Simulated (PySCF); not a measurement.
SnCl3I, SMILES [Cl][Sn]([Cl])([Cl])[I].

Geometry: PBE0-D3(BJ)/def2-SVP. The structure was generated by enumeration; whether it is a known compound was not checked. The def2 effective core potentials stand for the cores of I, Sn; spin–orbit coupling is left out.

All values below come from PySCF 2.14.0 with C-PCM-PBE0/def2-SVP.

The values are the electrostatic part of the solvation free energy, E(continuum) − E(gas) at the gas-phase geometry, in a cavity of scaled van der Waals radii (PySCF's table); cavitation and dispersion terms are not included. A continuum can't describe solvent molecules that bind to the metal. In vacuum the orbital gap is 5.00 eV. The dipole moment in vacuum is 1.38 D.

Question: Estimate the values in water (ε = 78.36), acetonitrile (ε = 35.69), 2-propanol (ε = 19.26). (An estimate is asked for; the answer gives what the named calculation found.)

Answer: 
| solvent | ε | ΔG(elec) (kcal/mol) | dipole (D) | gap (eV) |
|---|---|---|---|---|
| water | 78.36 | -2.2 | 1.92 | 4.93 |
| acetonitrile | 35.69 | -2.1 | 1.91 | 4.93 |
| 2-propanol | 19.26 | -2.1 | 1.90 | 4.93 |
